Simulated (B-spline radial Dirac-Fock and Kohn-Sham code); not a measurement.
Auger decay of the 3p1/2 hole in Re⁶⁺

System: the Re⁶⁺ ion, configuration [Xe] 4f14 5d1.

Input file task.json (cfg lists n, l and occupation; rrms is the nuclear radius in fm):

```json
{"items": [{
  "Z": 75,
  "q": 6,
  "cfg": [[1, 0, 2], [2, 0, 2], [2, 1, 6], [3, 0, 2], [3, 1, 6], [3, 2, 10], [4, 0, 2], [4, 1, 6], [4, 2, 10], [4, 3, 14], [5, 0, 2], [5, 1, 6], [5, 2, 1]],
  "A": 187,
  "rrms": 5.3698,
  "do": ["binding", "quiet", "decay"],
  "holes": ["K", "L1", "L2", "L3", "M1", "M2", "M3", "M4", "M5", "N1", "N2", "N3", "N4", "N5", "N6", "N7"]
}]}
```

Run with: `python xray_run.py task.json out`

Calculated with a radial B-spline solver, using one-electron (LDA, Dirac) transition rates at Dirac-Fock energies. Kinetic energies are configuration averages from the vacuum level; the two-hole energies are estimated from single-hole states.

```
transition  kinetic energy (eV)  width (meV)  share (%)
   M2-M4N2                79.06          770        6.7
   M2-M5N2                145.1          864        7.5
   M2-M3N6                145.7          425        3.7
   M2-M3N7                148.7          416        3.6
   M2-M4N3                153.4          846        7.4
   M2-M4N4                330.0          301        2.6
   M2-M4N5                342.7          360        3.1
   M2-M4N6                568.7         2080       18.1
   M2-M4N7                570.2         3190       27.8
   M2-N2N5               1772.7          197        1.7
```

Coster-Kronig rates are the weakest part of this model and often come out 1.5 to 2.5 times too large. The listed channels hold 82 % of the non-radiative rate. Summed by principal shells, of 11.5 eV in all: MMN 83.9 %, MNN 8.8 %, MMO 6.0 %, MNO 1.3 %.
